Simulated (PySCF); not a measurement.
H₃S, charge +2, quartet, geometry from GFN2-xTB of the parent state (a state made from the parent by changing its charge; the spin is typed, not shown lowest); PySCF with MP2/6-31G.

The PySCF input:
```python
from pyscf import gto, scf, mp

mol = gto.Mole()
mol.atom = '''
    S     0.008152   -0.006678    0.114753
    H    -0.525802    1.066360   -0.517771
    H     1.091325   -0.058028   -0.698085
    H    -0.695957   -0.901485   -0.620200
'''
mol.basis = '6-31g'
mol.charge = 2
mol.spin = 3
mol.verbose = 4
mol.build()

mf = scf.UHF(mol)
mf.kernel()

pt = mp.MP2(mf)
pt.kernel()
print('E(MP2) = %.10f' % pt.e_tot)
mf.analyze()
```

The log (banner, timings and long lists left out):

```
PySCF version 2.14.0

[INPUT] verbose = 4
[INPUT] num. atoms = 4
[INPUT] num. electrons = 17
[INPUT] charge = 2
[INPUT] spin (= nelec alpha-beta = 2S) = 3
[INPUT] symmetry False subgroup None
[INPUT] Mole.unit = angstrom
[INPUT] Symbol           X                Y                Z      unit          X                Y                Z       unit  Magmom
[...]
nuclear repulsion = 19.5454587616783
number of shells = 13
number of NR pGTOs = 58
number of NR cGTOs = 19
basis = 6-31g
ecp = {}

******** <class 'pyscf.scf.uhf.UHF'> ********
method = UHF
initial guess = minao
damping factor = 0
level_shift factor = 0
DIIS = <class 'pyscf.scf.diis.CDIIS'>
diis_start_cycle = 1
diis_space = 8
diis_damp = 0
SCF conv_tol = 1e-09
SCF conv_tol_grad = None
SCF max_cycles = 50
direct_scf = True
direct_scf_tol = 1e-13
number electrons alpha = 10  beta = 7
Set gradient conv threshold to 3.16228e-05
init E= -399.156407691973

cycle= 1 E= -397.548889371216  delta_E= 1.61  |g|= 0.462  |ddm|= 3.72

cycle= 2 E= -397.723486511063  delta_E= -0.175  |g|= 0.088  |ddm|= 1.75

cycle= 3 E= -397.730698302642  delta_E= -0.00721  |g|= 0.0319  |ddm|= 0.26
cycle= 4 E= -397.732825822124  delta_E= -0.00213  |g|= 0.0151  |ddm|= 0.171
cycle= 5 E= -397.733754168542  delta_E= -0.000928  |g|= 0.00858  |ddm|= 0.118
cycle= 6 E= -397.734285158167  delta_E= -0.000531  |g|= 0.00588  |ddm|= 0.102
cycle= 7 E= -397.734551180897  delta_E= -0.000266  |g|= 0.00578  |ddm|= 0.0656
cycle= 8 E= -397.734392690886  delta_E= 0.000158  |g|= 0.00555  |ddm|= 0.0434
cycle= 9 E= -397.73316497577  delta_E= 0.00123  |g|= 0.00479  |ddm|= 0.589
cycle= 10 E= -397.733182763561  delta_E= -1.78e-05  |g|= 0.00347  |ddm|= 0.0086
cycle= 11 E= -397.733183796923  delta_E= -1.03e-06  |g|= 0.000853  |ddm|= 0.0692
cycle= 12 E= -397.733184999744  delta_E= -1.2e-06  |g|= 0.000365  |ddm|= 0.0186
cycle= 13 E= -397.733185224952  delta_E= -2.25e-07  |g|= 0.000134  |ddm|= 0.00677
cycle= 14 E= -397.733185279203  delta_E= -5.43e-08  |g|= 5.05e-05  |ddm|= 0.000964
cycle= 15 E= -397.733185287467  delta_E= -8.26e-09  |g|= 1.87e-05  |ddm|= 0.00104
cycle= 16 E= -397.733185288044  delta_E= -5.78e-10  |g|= 1.05e-05  |ddm|= 0.000319
Extra cycle  E= -397.733185288283  delta_E= -2.38e-10  |g|= 6.39e-06  |ddm|= 4.19e-05
converged SCF energy = -397.733185288283  <S^2> = 3.7801844  2S+1 = 4.0150638

******** <class 'pyscf.mp.ump2.UMP2'> ********
nocc = (np.int64(10), np.int64(7)), nmo = (19, 19)
E(UMP2) = -397.772177147734  E_corr = -0.0389918594510799
E(SCS-UMP2) = -397.775679566393  E_corr = -0.0424942781099165
E_corr(same-spin) = -0.00495686911313006
E_corr(oppo-spin) = -0.0340349903379498
E(MP2) = -397.7721771477
**** SCF Summaries ****
Total Energy =                        -397.733185288282755
Nuclear Repulsion Energy =              19.545458761678269
One-electron Energy =                 -574.821329521196049
Two-electron Energy =                  157.542685471235046
Two-electron Coulomb Energy =          183.044676795083888
DFT Exchange-Correlation Energy =      -25.501991323848841
**** MO energy ****
                             alpha | beta                alpha | beta
[...]
To work with the spin densities directly, `use mulliken_meta_spin()` only printing them here.

 ** Mulliken spin pop alpha/beta on meta-lowdin orthogonal AOs **
 ** Mulliken Spin Density (per AO)  **
spin_pop of  0 S 1s        0.00000
spin_pop of  0 S 2s        0.00000
spin_pop of  0 S 3s        0.12475
spin_pop of  0 S 4s        0.00354
spin_pop of  0 S 2px       0.00004
spin_pop of  0 S 2py       0.00001
spin_pop of  0 S 2pz       0.00004
spin_pop of  0 S 3px       0.78651
spin_pop of  0 S 3py       0.17117
spin_pop of  0 S 3pz       0.72807
spin_pop of  0 S 4px       0.02946
spin_pop of  0 S 4py       0.00888
spin_pop of  0 S 4pz       0.01808
spin_pop of  1 H 1s       -0.07321
spin_pop of  1 H 2s        0.00066
spin_pop of  2 H 1s        0.58173
spin_pop of  2 H 2s        0.01928
spin_pop of  3 H 1s        0.58172
spin_pop of  3 H 2s        0.01928
 ** Mulliken Spin Density (per atom)  **
spin density of  0 S =      1.87055
spin density of  1 H =     -0.07256
spin density of  2 H =      0.60101
spin density of  3 H =      0.60100
 ** Mulliken pop alpha/beta on meta-lowdin orthogonal AOs **
 ** Mulliken pop       alpha | beta **
[...]
In total            10.00000 | 7.00000
 ** Mulliken atomic charges   ( Nelec_alpha | Nelec_beta ) **
charge of  0S =      1.27232  (     8.29911      6.42857 )
charge of  1H =      0.34290  (     0.29227      0.36483 )
charge of  2H =      0.19238  (     0.70431      0.10331 )
charge of  3H =      0.19240  (     0.70430      0.10330 )

WARN: System has nonzero charge 2; the dipole moment is origin-dependent.
Location of origin: [0. 0. 0.]

Dipole moment(X, Y, Z, Debye): -0.44772,  0.83439, -1.23588
```
